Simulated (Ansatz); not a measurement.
The cluster As3P2⁺ was relaxed with PBE-D4 (def2-SVP) in Ansatz in these states: charge +1 quintet, charge +1 singlet, charge +1 triplet. The geometries follow in no particular order.

A:

Cartesian coordinates in Å:
```
P 0.870 0.169 -1.441
P -1.046 1.102 -0.920
As -1.082 -1.224 -0.680
As 0.325 0.828 2.360
As 0.933 -0.874 0.681
```

B:

```xyz
5

P    -0.001   -1.462   -0.761
P     1.455    0.226   -0.738
As   -0.918    0.805   -0.910
As    0.535    1.145    1.217
As   -1.071   -0.714    1.192
```

C:

Cartesian coordinates in Å:
```
P -0.855 0.399 -1.650
P -0.339 -1.331 -0.251
As 1.275 0.564 -0.550
As 0.893 -0.533 1.755
As -0.975 0.901 0.697
```

**Question.** Judge from the bond lengths which geometry belongs to which state (an estimate).

**Answer.** A is the charge +1 quintet (As3–As4 3.929 Å, P2–As4 3.566 Å, P2–As3 2.339 Å); B is the charge +1 singlet (As3–As4 2.599 Å, P2–As4 2.348 Å, P2–As3 2.449 Å); C is the charge +1 triplet (As3–As4 2.581 Å, P2–As4 2.485 Å, P2–As3 2.507 Å).
